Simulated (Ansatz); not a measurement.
Process, species as SMILES: [GeH3][c]1cccs1 [thiophen-2-ylgermane] + 5 C (CH4) + S (H2S) → 2 C=C (C2H4) + CC (C2H6) [ethane] + 2 CS (CH4S) [methanethiol] + [CH3][GeH3]
Structures are relaxed separately at B3LYP-D3(BJ)/def2-TZVP in Ansatz (a first-principles code). Unstable Hartree-Fock reference: [GeH3][c]1cccs1.
Geometry of the first species:
```xyz
12

Ge     1.7530     0.1111    -0.1043
C     -0.1891     0.1444    -0.0800
C     -1.0024     1.1076    -0.6239
C     -2.3881     0.8506    -0.4427
C     -2.6184    -0.3093     0.2396
S     -1.1464    -1.0868     0.6602
H      2.3140     0.1156     1.3278
H      2.2141     1.3723    -0.8509
H      2.2654    -1.1442    -0.8306
H     -0.6194     1.9771    -1.1400
H     -3.1752     1.4975    -0.8025
H     -3.5655    -0.7439     0.5145
```
Charge 0, spin multiplicity 1.

Quantity: bond separation energy (electronic energy difference), in kcal/mol. Valence correlation only, unless marked. Spin-orbit coupling is left out. The frozen core is the preceding noble-gas configuration, with the filled d and f shells of earlier blocks. Non-relativistic. CBS marks a two-point X^-3 extrapolation of the correlation energy; Hartree-Fock from the larger set. The bracket is a focal-point correction in the basis named.

```json
[
 {"level": "SVWN5/def2-TZVPD", "program": "Ansatz", "bond separation energy (kcal/mol)": "48.7"}
]
```

Q: What does RI-MP2/CBS(def2-TZVPPD,def2-QZVPPD)+[CCSD(T)-MP2]/def2-TZVPPD (Ansatz) give?

A: 42.6 kcal/mol
